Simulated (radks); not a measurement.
The numbers below are computed, except where a source is named.
Spherical jellium clusters: N electrons in a uniform positive sphere of charge N and radius rs N^(1/3), rs = 2.51 bohr. Level of theory: non-relativistic Kohn-Sham, LDA (Slater exchange, Perdew-Wang correlation), spin-polarised, spherical densities (a radial shooting solver with Libxc functionals). Levels are named by radial order and angular momentum (1s, 1p, 1d, 2s, ...), and open shells are averaged over m.

N = 22, configuration 1s2 1p6 1d10 2s2 1f(up 2, down 0). This is the lowest configuration that the search found. Occupied and some empty levels:

level    occupation  eigenvalue (eV)  <r> (bohr)
1s up             1          -9.3035       4.313
1s down           1          -9.1871       4.249
1p up             3          -7.4097       5.211
1p down           3          -7.2368       5.175
1d up             5          -5.1180       5.923
1d down           5          -4.9137       5.910
2s up             1          -4.2714       5.301
2s down           1          -4.1464       5.331
1f up             2          -2.5802       6.676
1f down           0          -2.3675       6.698
2p up             0          -1.8732       7.157
2p down           0          -1.7561       7.228
2d up             0         -0.22052       10.93
2d down           0         -0.15032       11.38

Energy (eV): total -25.4756, kinetic 86.734, external -2177.2, Hartree 1058.0, exchange-correlation -116.51, background 1123.6.

Electron density:

r (bohr)  n(r) (e/bohr^3)
0.235             0.01949
1.12              0.01777
2.00              0.01537
2.89              0.01440
3.78              0.01521
4.66              0.01571
5.55              0.01350
6.43             0.008791
7.32             0.004285
8.20             0.001727
9.09            0.0006347
9.97            0.0002226
10.9           0.00007600
11.7           0.00002599
